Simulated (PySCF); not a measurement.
C3H5BF2O, SMILES CB(O)/C(F)=C\F. Geometry optimised at PBE0-D3(BJ)/def2-SVP. The structure was generated by enumeration; whether it is a known compound was not checked. One conformer was computed; it need not be the lowest.

Computed equilibrium geometry at PBE0-D3(BJ)/def2-SVP (PySCF confirms it by a frequency run) as Cartesian coordinates in Å, and its point group (one conformer of several):
point group Cs.
```xyz
12

C     -1.8116    -0.8893     0.0000
B     -0.2404    -0.9631     0.0000
O      0.4490    -2.1287     0.0000
C      0.6636     0.3212     0.0000
F      1.9944     0.1343     0.0000
C      0.2617     1.6001     0.0000
F     -1.0221     1.9365     0.0000
H     -2.2925    -1.8803     0.0000
H     -2.1753    -0.3294     0.8768
H     -2.1753    -0.3294    -0.8768
H     -0.1268    -2.8998     0.0000
H      0.9468     2.4536     0.0000
```
